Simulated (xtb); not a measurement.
C3H4ClFSi, SMILES FC=C=C(Cl)[SiH3]. All values are semi-empirical tight-binding results from xtb (GFN2-xTB unless named), good for trends rather than for accurate numbers. Coordinates come from a GFN2-xTB optimisation. The structure was generated by enumeration, and PubChem lists no compound with its InChIKey, so it may never have been made.

Optimised geometry:

Bonded distances (Å): F1–C2 1.351, C2–C3 1.299, C2–H7 1.082, C3–C4 1.294, C4–Si5 1.904, C4–Cl6 1.748, Si5–H8 1.461, Si5–H9 1.461, Si5–H10 1.462. Angles (°): F1–C2–C3 122.7, F1–C2–H7 111.9, C3–C2–H7 125.4, C2–C3–C4 177.4, C3–C4–Si5 126.7, C3–C4–Cl6 120.3, Si5–C4–Cl6 112.9, C4–Si5–H8 106.7, C4–Si5–H9 107.4, C4–Si5–H10 106.5, H8–Si5–H9 112.4, H8–Si5–H10 111.3, H9–Si5–H10 112.0.

Computed properties:
| Item | Result |
|---|---|
| orbital gap | 4.06 eV |
| dipole moment | 2.58 D |
| zero-point energy | 32.8 kcal/mol |
| G − E(el) at 298.15 K (modified RRHO) | 11.7 kcal/mol |
| static polarisability (D4 model) | 77.0 bohr³ |
| solvation energy, GFN2-xTB/ALPB(water) | -1.7 kcal/mol |
| solvation energy, GFN2-xTB/ALPB(toluene) | -4.2 kcal/mol |

Computed atomic charges and the Wiberg bond orders between heavy atoms:
charges (e) F1 -0.21, C2 0.12, C3 -0.04, C4 -0.01, Si5 0.46, Cl6 -0.17, H7 0.07, H8 -0.06, H9 -0.07, H10 -0.07. Bond orders F1–C2 0.96, C2–C3 1.85, C3–C4 1.94, C4–Si5 0.81, C4–Cl6 0.96.
